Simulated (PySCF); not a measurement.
A structure optimised at PBE0-D3(BJ)/def2-SVP (Å):
```
atom  x, y, z in Å
C1     2.457   -0.330   -0.180
C2     2.022    0.940    0.188
C3     0.704    1.371    0.369
C4    -0.452    0.621    0.220
C5    -1.767    1.060    0.404
C6    -2.635   -0.017    0.152
C7    -1.907   -1.161   -0.196
C8    -0.540   -0.840   -0.175
N9     0.411   -1.711   -0.459
C10    1.716   -1.489   -0.462
H11    3.541   -0.457   -0.268
H12    2.803    1.688    0.355
H13    0.567    2.417    0.662
H14   -2.059    2.070    0.694
H15   -3.724    0.035    0.218
H16   -2.296   -2.146   -0.447
H17    2.315   -2.369   -0.732
```

Neutral, closed shell.

Problem. Which heavy atoms are bonded, and with what formal order?

Solution. C1–C2 1.39 Å (aromatic); C2–C3 1.40 Å (aromatic); C3–C4 1.39 Å (aromatic); C4–C5 1.40 Å (aromatic); C5–C6 1.41 Å (aromatic); C6–C7 1.40 Å (aromatic); C7–C8 1.40 Å (aromatic); C8–N9 1.32 Å (aromatic); N9–C10 1.32 Å (aromatic); C1–C10 1.40 Å (aromatic); C4–C8 1.52 Å (single). Bonds to hydrogen (Å): C1–H11 1.09; C2–H12 1.09; C3–H13 1.10; C5–H14 1.09; C6–H15 1.09; C7–H16 1.09; C10–H17 1.10.

Problem. Give the structure as a SMILES string.

Solution. `c1ccc2cccc-2nc1`, C9H7N.

Problem. What is the point group of this geometry?

Solution. Cs (tolerance 0.08 Å).

Problem. Which rings does it hold (smallest set)?

Solution. C4–C5–C6–C7–C8 (5 members, 0.00 Å rms from planarity); C1–C2–C3–C4–C8–N9–C10 (7 members, 0.00 Å rms from planarity).

Problem. Describe the place of each heavy atom.

Solution. C1: aromatic CH carbon; C2: aromatic CH carbon; C3: aromatic CH carbon; C4: substituted aromatic carbon; C5: aromatic CH carbon; C6: aromatic CH carbon; C7: aromatic CH carbon; C8: substituted aromatic carbon; N9: pyridine-type nitrogen; C10: aromatic CH next to a ring nitrogen.

Problem. What is the arrangement about C5?

Solution. It has 3 neighbours (C4, C6, H14) and is planar (angles 126.3°, 125.3° and 108.4°, sum 360.0°, 0.00 Å off the plane of its three neighbours).

Problem. What is the arrangement about C7?

Solution. It has 3 neighbours (C6, C8, H16) and is planar (angles 127.6°, 124.0° and 108.4°, sum 360.0°, 0.00 Å off the plane of its three neighbours).

The numbers are calculated, not measured.
